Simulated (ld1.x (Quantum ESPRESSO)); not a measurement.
# What one change does to a pseudopotential (V, TM semilocal)

```
Element                 : vanadium (V)
Generator               : ld1.x (Quantum ESPRESSO) 7.5
Type                    : norm-conserving Troullier–Martins (semilocal form)
Functional              : LDA (PZ)
Relativity              : scalar-relativistic
Frozen core             : [Ne]
Valence charge          : 13
Reference configuration : 3s2 3p6 3d3 4s0 4p0 (charge +2)
Partial waves           : 3s (bound): rc 1.20 bohr; 3p (bound): rc 0.95 bohr; 3d (bound): rc 2.05 bohr
Local potential         : the d channel
Core correction         : Bessel-smoothed model core, default radius (core density twice the valence density)
```

Change: all radii but the core radius scaled by about 0.93 (s 1.12, p 0.88, d 1.90 bohr).

Cutoffs: the cutoffs (Ry, on a coarse ladder) from which the occupation-weighted sum of valence levels, in a spherical-Bessel basis at the reference potential, stays within 10 and 1 mRy of its value at 400 Ry; they do not see the model core or the augmentation charge, which bear on the density cutoff. Errors are all-electron minus pseudo energies relative to the spin-unpolarised reference configuration.

Question: What does the change do?

Answer: The potential gets harder (100 Ry and 180 Ry → 110 Ry and 200 Ry); of the 9 tests that both files solve, the error grows in 0 and shrinks in 8 by more than 15 % and 0.3 meV (median size 214.0 → 131.2 meV); neither file shows a bound ghost. A smaller radius makes the pseudo-wave follow the all-electron one further in, where it bends more sharply, so more plane waves are needed. Less of the atom is replaced, so other configurations are described better. A semilocal file is local in each channel, so a ghost entry of none says nothing of the separable form that plane-wave codes build from it.

| quantity | base | changed |
| --- | --- | --- |
| cutoff, loose | 100 Ry | 110 Ry |
| cutoff, tight | 180 Ry | 200 Ry |
| loose cutoff by channel (10 mRy a level) | s 55 Ry, p 70 Ry, d 50 Ry | s 90 Ry, p 55 Ry, d 55 Ry |
| bound ghosts | none | none |
| error for 3s2 3p6 3d3 4s2 4p0, meV [ΔE -22.49 eV] | +363 | +226 |
| error for 3s2 3p6 3d3 4s1 4p0, meV [ΔE -14.55 eV] | +240 | +149 |
| error for 3s2 3p6 3d2 4s0 4p0, meV [ΔE 29.16 eV] | +78 | +53 |
| error for 3s2 3p5 3d3 4s2 4p0, meV [ΔE 28.40 eV] | +591 | +346 |
| error for 3s2 3p6 3d3.5 4s1.5 4p0, meV [ΔE -22.46 eV] | +214 | +131 |
| error for 3s2 3p6 3d4 4s0 4p0, meV [ΔE -15.11 eV] | -23 | -18 |
| error for 3s2 3p6 3d4 4s1 4p0, meV [ΔE -21.95 eV] | +99 | +57 |
| error for 3s2 3p6 3d3 4s0 4p0 (spin-polarised), meV [ΔE -1.84 eV] | +135 | +120 |
| error for 3s2 3p6 3d3 4s2 4p0 (spin-polarised), meV [ΔE -24.11 eV] | +470 | +324 |
